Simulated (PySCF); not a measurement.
C2H7AlO, charge +1, doublet, geometry from GFN2-xTB (such geometries of metal compounds can be far from the true shape) (a state made from the parent by changing its charge; the spin is typed, not shown lowest); HF/6-31G* (PySCF).

PySCF was given this input:
```python
from pyscf import gto, scf

mol = gto.M(
    atom='''
Al    0.12779689   -0.03052487    0.08588032
C    -1.51252269   -1.23402075   -0.00667546
H    -1.27322400   -2.04556439   -0.69582901
H    -2.36258910   -0.64733562   -0.35584040
H    -1.66268311   -1.61638550    1.00500495
C    -0.10781616    1.62104602   -1.08220245
H     0.86563295    1.80676454   -1.54062769
H    -0.38685379    2.44208149   -0.41975372
H    -0.88151238    1.42220395   -1.82421624
O     1.44302723   -0.34467359    0.96972339
H     2.21768508   -0.52970412    1.49029835
''',
    basis='6-31g*',
    charge=1,
    spin=1,
    verbose=5,
)

mf = scf.UHF(mol)
mf.kernel()
```

Task: Predict the main parts of the log of this PySCF run.

Result: 
```
PySCF version 2.14.0

[INPUT] verbose = 5
[INPUT] max_memory = 4000
[INPUT] num. atoms = 11
[INPUT] num. electrons = 39
[INPUT] charge = 1
[INPUT] spin (= nelec alpha-beta = 2S) = 1
[INPUT] symmetry False subgroup None
[INPUT] Mole.unit = angstrom
[INPUT] Symbol           X                Y                Z      unit          X                Y                Z       unit  Magmom
[...]
[INPUT] ---------------- BASIS SET ----------------
[INPUT] l, kappa, [nprim/nctr], expnt,             c_1 c_2 ...
[INPUT] O
[...]
                                825.23495         0.0139501
                                188.04696         0.0684451
                                52.9645           0.2327143
                                16.89757          0.470193
                                5.7996353         0.3585209
[...]
                                3.5999336         -0.1480263
                                1.0137618         1.130767
[...]
                                3.5999336         0.3397528
                                1.0137618         0.7271586
[...]
[INPUT] Al
[...]
                                2098.75           0.0148599
                                477.705           0.0728494
                                134.36            0.24683
                                42.8709           0.487258
                                14.5189           0.323496
[...]
                                57.4419           -0.037408
                                18.2859           -0.114487
                                6.59914           0.115635
                                2.49049           0.612595
                                0.94454           0.393799
[...]
                                0.39759           0.00144583
                                0.160095          1.09279
[...]
                                57.4419           0.033199
                                18.2859           0.136282
                                6.59914           0.330476
                                2.49049           0.449146
                                0.94454           0.265704
[...]
                                0.39759           0.244533
                                0.160095          0.804934
[...]
[INPUT] H
[...]
                                2.8253937         0.23472695
                                0.6401217         0.81375733
[...]
[INPUT] C
[...]
                                457.36951         0.0140373
                                103.94869         0.0688426
                                29.210155         0.2321844
                                9.286663          0.4679413
                                3.163927          0.362312
[...]
                                1.8812885         -0.1608542
                                0.5442493         1.1434564
[...]
                                1.8812885         0.316424
                                0.5442493         0.7443083
[...]
nuclear repulsion = 153.829639932169
number of shells = 40
number of NR pGTOs = 160
number of NR cGTOs = 74
basis = 6-31g*
ecp = {}

******** <class 'pyscf.scf.uhf.UHF'> ********
method = UHF
initial guess = minao
damping factor = 0
level_shift factor = 0
DIIS = <class 'pyscf.scf.diis.CDIIS'>
diis_start_cycle = 1
diis_space = 8
diis_damp = 0
SCF conv_tol = 1e-09
SCF conv_tol_grad = None
SCF max_cycles = 50
direct_scf = True
direct_scf_tol = 1e-13
number electrons alpha = 20  beta = 19
Set gradient conv threshold to 3.16228e-05
E1 = -850.1557891156107  E2 = 299.7020061993962  Ecoul = 338.733742809258  Exc = -39.03173660986181
init E= -396.624142984045
cond(S) = 345.29982446357576

  alpha mo_energy =
[-5.84379510e+01 -2.08251206e+01 -1.13305283e+01 -1.13302188e+01
 -4.88731483e+00 -3.19328242e+00 -3.18359974e+00 -3.18006650e+00
 -1.60919704e+00 -1.24009707e+00 -1.18053422e+00 -8.08094152e-01
 -5.34519187e-01 -5.32733645e-01 -5.02693838e-01 -4.88641142e-01
 -4.79520554e-01 -4.71912249e-01 -4.10573223e-01 -2.49475934e-01
[...]
 -6.85957506e-01 -6.79301452e-01 -5.93734053e-01 -2.47874718e-01
 -8.94313192e-02 -4.75017194e-02  5.05690665e-03  1.66745889e-02
  8.34004578e-02  9.95415092e-02  1.21890045e-01  1.32815925e-01
  1.33124189e-01  1.52119524e-01  1.85132832e-01  2.14202235e-01
  2.25152813e-01  2.98912571e-01  3.05654287e-01  4.17024603e-01
  5.02840567e-01  5.16200641e-01  5.20149275e-01  6.42334827e-01
  6.78441152e-01  6.83164023e-01  7.00857135e-01  7.24989188e-01
  8.23563454e-01  8.93754577e-01  9.57723495e-01  9.71278404e-01
  9.82467035e-01  9.85134452e-01  1.06590193e+00  1.07493946e+00
  1.08866546e+00  1.14637698e+00  1.19192656e+00  1.24764142e+00
  1.27809135e+00  1.42750110e+00  1.74946008e+00  1.79699348e+00
  1.79890329e+00  1.87022667e+00  1.92791823e+00  1.93806646e+00
  2.04292919e+00  2.04906493e+00  2.08255824e+00  2.20238396e+00
  2.32066323e+00  2.36218595e+00  2.37344572e+00  2.38506489e+00
  2.39897762e+00  2.75508651e+00]
multiplicity <S^2> = 0.8255789  2S+1 = 2.0742024
E1 = -844.4942018338879  E2 = 294.3432914976917  Ecoul = 333.4190895962828  Exc = -39.075798098591065
cycle= 12 E= -396.321270404027  delta_E= -1.96e-10  |g|= 3.49e-06  |ddm|= 2.47e-05
  alpha mo_energy =
[-5.86973770e+01 -2.07252950e+01 -1.14532823e+01 -1.14532711e+01
 -5.11982512e+00 -3.43628953e+00 -3.43429942e+00 -3.43309352e+00
 -1.49166569e+00 -1.17989376e+00 -1.16676596e+00 -9.10661096e-01
 -7.91176489e-01 -7.85266832e-01 -7.79285508e-01 -7.77068015e-01
 -7.30839141e-01 -7.01596642e-01 -6.88487674e-01 -6.54083467e-01
 -7.84503750e-02 -7.01185593e-02  4.66767456e-03  1.03082842e-02
  8.03364928e-02  8.36006547e-02  1.09514401e-01  1.19776347e-01
  1.23471309e-01  1.41633648e-01  1.75720828e-01  2.11160510e-01
  2.22272956e-01  2.76693933e-01  3.09551774e-01  4.05873111e-01
  4.75588440e-01  4.90801330e-01  5.05182845e-01  6.35194908e-01
  6.52537183e-01  6.68200372e-01  6.97846740e-01  7.07584596e-01
  8.09610991e-01  8.40208786e-01  9.48119707e-01  9.57214766e-01
  9.70419950e-01  9.74110091e-01  1.05592914e+00  1.05919318e+00
  1.08739853e+00  1.13534789e+00  1.18981190e+00  1.24013620e+00
  1.26929539e+00  1.42614802e+00  1.70703821e+00  1.75641006e+00
  1.76129726e+00  1.83640756e+00  1.92072425e+00  1.93257048e+00
  2.04088855e+00  2.04894706e+00  2.06800295e+00  2.15456225e+00
  2.28097350e+00  2.34754147e+00  2.35697443e+00  2.36780354e+00
  2.38451398e+00  2.75402998e+00]
  beta  mo_energy =
[-5.86984107e+01 -2.07241733e+01 -1.14389137e+01 -1.14389049e+01
 -5.12285538e+00 -3.43579618e+00 -3.43558635e+00 -3.43014685e+00
 -1.48841601e+00 -1.12372667e+00 -1.10656082e+00 -9.11425290e-01
 -7.78439279e-01 -7.73530175e-01 -7.66527544e-01 -7.65688482e-01
 -6.85958659e-01 -6.79301388e-01 -5.93733945e-01 -2.47874542e-01
 -8.94312203e-02 -4.75015647e-02  5.05687258e-03  1.66747154e-02
  8.34005862e-02  9.95417432e-02  1.21890168e-01  1.32815782e-01
  1.33124327e-01  1.52119630e-01  1.85132977e-01  2.14202405e-01
  2.25152947e-01  2.98912820e-01  3.05654247e-01  4.17024858e-01
  5.02840650e-01  5.16200834e-01  5.20149499e-01  6.42335051e-01
  6.78441370e-01  6.83164340e-01  7.00857320e-01  7.24989379e-01
  8.23563334e-01  8.93754875e-01  9.57723726e-01  9.71278655e-01
  9.82467330e-01  9.85134729e-01  1.06590199e+00  1.07493969e+00
  1.08866459e+00  1.14637699e+00  1.19192640e+00  1.24764161e+00
  1.27809143e+00  1.42750026e+00  1.74946041e+00  1.79699393e+00
  1.79890366e+00  1.87022691e+00  1.92791781e+00  1.93806602e+00
  2.04292898e+00  2.04906433e+00  2.08255804e+00  2.20238431e+00
  2.32066350e+00  2.36218634e+00  2.37344610e+00  2.38506527e+00
  2.39897801e+00  2.75508606e+00]
multiplicity <S^2> = 0.82557888  2S+1 = 2.0742024
E1 = -844.4942039288031  E2 = 294.3432935925889  Ecoul = 333.41909229788297  Exc = -39.07579870529406
Extra cycle  E= -396.321270404045  delta_E= -1.81e-11  |g|= 2.06e-06  |ddm|= 4.82e-06
converged SCF energy = -396.321270404045  <S^2> = 0.82557888  2S+1 = 2.0742024
```
